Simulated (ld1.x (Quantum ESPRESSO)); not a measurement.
# How hard is this P TM potential?

```json
{"Element": "P", "Generator": "ld1.x (Quantum ESPRESSO) 7.5", "Type": "norm-conserving Troullier–Martins (Kleinman–Bylander form)", "Functional": "LDA (PZ)", "Relativity": "scalar-relativistic", "Frozen core": "[Ne]", "Valence charge": "5", "Reference configuration": "3s1.75 3p3.25", "Partial waves": "3s (bound): rc 1.20 bohr; 3p (bound): rc 1.60 bohr", "Local potential": "the p channel", "Core correction": "Bessel-smoothed model core inside 0.80 bohr"}
```

The pseudo-atom Hamiltonian at the reference potential is diagonalised in spherical Bessel functions j_l(qr) that vanish at 20 bohr, with q² up to the cutoff. All-electron valence levels (Ry): 3s -1.0440, 3p -0.4223.

Question: How do the lowest levels (Ry) of each channel move with the cutoff, and are there ghosts?

Answer:

```json
{"cutoff (Ry)": "8", "s #1": "-0.9581", "p #1": "-0.4180", "d #1": "0.0660", "f #1": "0.1152", "Σ f·Δε (mRy)": "164.3"}
{"cutoff (Ry)": "15", "s #1": "-1.0064", "p #1": "-0.4217", "d #1": "0.0659", "f #1": "0.1152", "Σ f·Δε (mRy)": "67.9"}
{"cutoff (Ry)": "25", "s #1": "-1.0107", "p #1": "-0.4222", "d #1": "0.0659", "f #1": "0.1152", "Σ f·Δε (mRy)": "58.6"}
{"cutoff (Ry)": "40", "s #1": "-1.0347", "p #1": "-0.4223", "d #1": "0.0659", "f #1": "0.1152", "Σ f·Δε (mRy)": "16.5"}
{"cutoff (Ry)": "50", "s #1": "-1.0406", "p #1": "-0.4223", "d #1": "0.0659", "f #1": "0.1152", "Σ f·Δε (mRy)": "6.0"}
{"cutoff (Ry)": "70", "s #1": "-1.0414", "p #1": "-0.4223", "d #1": "0.0659", "f #1": "0.1152", "Σ f·Δε (mRy)": "4.6"}
{"cutoff (Ry)": "100", "s #1": "-1.0434", "p #1": "-0.4223", "d #1": "0.0659", "f #1": "0.1152", "Σ f·Δε (mRy)": "1.0"}
{"cutoff (Ry)": "140", "s #1": "-1.0437", "p #1": "-0.4223", "d #1": "0.0659", "f #1": "0.1152", "Σ f·Δε (mRy)": "0.5"}
{"cutoff (Ry)": "400", "s #1": "-1.0440", "p #1": "-0.4223", "d #1": "0.0659", "f #1": "0.1152", "Σ f·Δε (mRy)": "0.0"}
```

Result: no extra level below or beside the all-electron valence levels (s, p, d, f tested); 10 mRy is reached at 50 Ry and 1 mRy at 110 Ry.
